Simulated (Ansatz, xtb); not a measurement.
**AlH3InNSi: which of two structures lies lower**

Structure X: a singlet given by its coordinates. Structure Y: a singlet given by its coordinates. Both are isolated molecules in the gas phase, relaxed with BLYP-D3(BJ)/def2-SVP.

X (Å):

```
atom    x (Å)    y (Å)   z (Å)
  Al  -0.3561   0.3453  1.6103
  In   0.4643  -2.4004  4.0272
   N  -0.7978  -1.1093  2.7863
  Si  -2.4721  -0.9672  2.4726
   H   0.2521  -0.0695  0.1936
   H   0.0068   1.7268  2.3237
   H  -2.1740   0.3547  1.3923
```

Close contacts (Å): Al1–N3 1.92, Al1–Si4 2.64, In2–N3 2.19, N3–Si4 1.71, Al1–H5 1.60, Al1–H6 1.60, Al1–H7 1.83, Si4–H7 1.73.

Y (Å):

```xyz
7

Al   -0.4152    0.3063    0.4778
In    2.0148    0.9614   -0.9364
N     0.2083   -1.2536   -0.3548
Si    0.5838   -2.6760   -0.9875
H    -0.3061    1.4097   -0.8017
H     1.0086    0.8643    1.2046
H    -1.7476    0.2941    1.3475
```

Close contacts (Å): Al1–In2 2.89, Al1–N3 1.87, N3–Si4 1.60, Al1–H5 1.69, Al1–H6 1.69, Al1–H7 1.59, In2–H5 2.37, In2–H6 2.37.

**Question.** Estimate which is lower in electronic energy at CCSD(T)/def2-SVP + ΔMP2/def2-TZVPP, and by roughly how much.

**Answer.** The CCSD(T)/def2-SVP + ΔMP2/def2-TZVPP calculation puts structure X lower, by 2.3 kcal/mol.

How the difference moves with the method:

| level | geometry | E(Y) − E(X) (kcal/mol) | departure from the last row (kcal/mol) | job, with rough time for the two |
| --- | --- | --- | --- | --- |
| BLYP-D3(BJ)/def2-SVP | BLYP-D3(BJ)/def2-SVP | −1.3 | −3.5 | optimisation, 2.5 min |
| HF/def2-SVP | BLYP-D3(BJ)/def2-SVP | +5.1 | +2.8 | part of the CCSD(T) run |
| MP2/def2-SVP | BLYP-D3(BJ)/def2-SVP | +1.8 | −0.4 | part of the CCSD(T) run |
| CCSD(T)/def2-SVP | BLYP-D3(BJ)/def2-SVP | +2.3 | 0.0 | single point |
| CCSD(T)/def2-SVP + ΔMP2/def2-TZVPP | BLYP-D3(BJ)/def2-SVP | +2.3 |  | single point, 85 s |

BLYP-D3(BJ)/def2-SVP puts the two in the other order. The largest departure from CCSD(T)/def2-SVP + ΔMP2/def2-TZVPP is that of BLYP-D3(BJ)/def2-SVP, 3.5 kcal/mol. Levels run at GFN2-xTB geometries aren't shown. The last row adds to CCSD(T) the change of the MP2 difference between the two basis sets, here 0.0 kcal/mol.

With harmonic frequencies from BLYP-D3(BJ)/def2-SVP (ideal gas, rigid rotor, one conformer each, 298.15 K, 1 atm): on the last row, ΔE + ΔZPE = +1.6, ΔH = +1.9, ΔG = +1.1 kcal/mol.

The correlated steps freeze 15 core orbitals; the filled d shell of In is correlated, in a basis made for valence electrons. Atoms past krypton carry core potentials in the def2 sets and no spin–orbit term is included. Codes used: Ansatz 0.2.0; the last row on 1 thread of AMD EPYC (Zen 3) on a shared host.
